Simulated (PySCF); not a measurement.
**MF anions for M along group 14**

MP2 with double-zeta basis sets in PySCF, for the lowest determinant that a PBE0 search found; no spin–orbit coupling. De refers to high-spin ground-configuration atoms (the charge goes to the atom of lower measured ionisation energy or higher electron affinity, which is not always the lowest computed limit).

| M | basis | reference, frozen orbitals | charged atom | state (unpaired electrons) | Re (Å) | ωe (cm⁻¹) | De (eV) |
| --- | --- | --- | --- | --- | --- | --- | --- |
| C | aug-cc-pVDZ | UHF, 2 | F− | triplet (π ↑↑) | 1.486 | 736 | 2.39 |
| Si | def2-SVPD | UHF, 6 | F− | triplet (π ↑↑) | 1.794 | 580 | 2.79 |
| Ge | aug-cc-pVDZ-PP/aug-cc-pVDZ | UHF, 5 | F− | triplet (π ↑↑) | 1.889 | 487 | 2.75 |
| Pb | aug-cc-pVDZ-PP/aug-cc-pVDZ | UHF, 5 | F− | triplet (π ↑↑) | 2.181 | 399 | 2.37 |

Question: The row for M = Sn is missing. Estimate Re, ωe and De as the mean of the rows for Ge and Pb, and compare with the calculation.

Answer: The means are 2.035 Å, 443 cm⁻¹ and 2.56 eV. UHF-MP2 in aug-cc-pVDZ-PP/aug-cc-pVDZ gives SnF⁻ as a triplet (π ↑↑) with Re = 2.067 Å, ωe = 447 cm⁻¹, De = 2.69 eV, so the estimate is off by -3.2 pm, -1 % and -0.13 eV.

The rows differ in basis set, which adds steps of its own.

Correlated steps freeze the inner cores (2 to 6 orbitals); shallow outer-core shells are correlated. Correlated levels converge slowly with the basis: in double zeta they bind strong bonds too weakly, by up to about 1 eV, and carry superposition errors of some tenths. These are scalar-relativistic numbers at best; spin–orbit coupling would shift them, the dissociation energy most. For an ion De counts to the pair picked by the measured ionisation energies or electron affinities, which need not be the lowest pair at this level. States were picked by a PBE0 search and need not be the measured ground states.
